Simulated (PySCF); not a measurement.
# Correlation energy of Ca (calcium, neutral)

[Ar] 3d2, high-spin 3F determinant (an excited configuration). Calculation: PySCF 2.14, in def2-QZVPPD; no relativity, point nucleus. Frozen: [Ne]; 10 electrons correlated.

| level | correlation energy (mhartree) |
| --- | --- |
| CCSD | -255.48 |
| (T) | -8.20 |
| CCSD(T) | -263.68 |

Diagnostics: T1 = 0.017, D1 = 0.0521, largest double amplitude 0.130.

Cost of the coupled-cluster step: roughly 15 core-seconds, for 10 correlated electrons.

This basis was not built for core-valence correlation, so the inner-shell part is incomplete.
